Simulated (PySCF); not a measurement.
## Excitation energy of Nb²⁺ by level of theory

Nb²⁺ [Kr] 4d3 (4F) → Nb²⁺ [Kr] 4d2 5p1 (high-spin determinant), as a difference of total energies. Calculation: PySCF 2.14, in aug-cc-pVTZ-PP with ECP28MDF; scalar relativity through the core potential. Correlated levels: valence: 4s2 4p6 frozen. The calculations carry no spin-orbit coupling.

```json
{"method": "UHF", "excitation energy (eV)": "7.940"}
{"method": "LDA", "excitation energy (eV)": "7.889"}
{"method": "PBE", "excitation energy (eV)": "7.903"}
{"method": "PBE0", "excitation energy (eV)": "8.072"}
{"method": "r2SCAN", "excitation energy (eV)": "8.104"}
{"method": "wB97X", "excitation energy (eV)": "8.249"}
{"method": "B3LYP", "excitation energy (eV)": "7.937"}
{"method": "HSE06", "excitation energy (eV)": "8.040"}
{"method": "r2SCANh", "excitation energy (eV)": "8.151"}
{"method": "MP2 (valence)", "excitation energy (eV)": "8.056"}
{"method": "SCS-MP2 (valence)", "excitation energy (eV)": "7.979"}
```

Task: How much does correlation contribute at MP2 (valence)?

Result: 8.056 − (7.940) = 0.116 eV, measured against UHF.

The determinant of the upper state mixes LS terms, which raises its energy above the lowest term, most at the Hartree-Fock and MP2 levels.
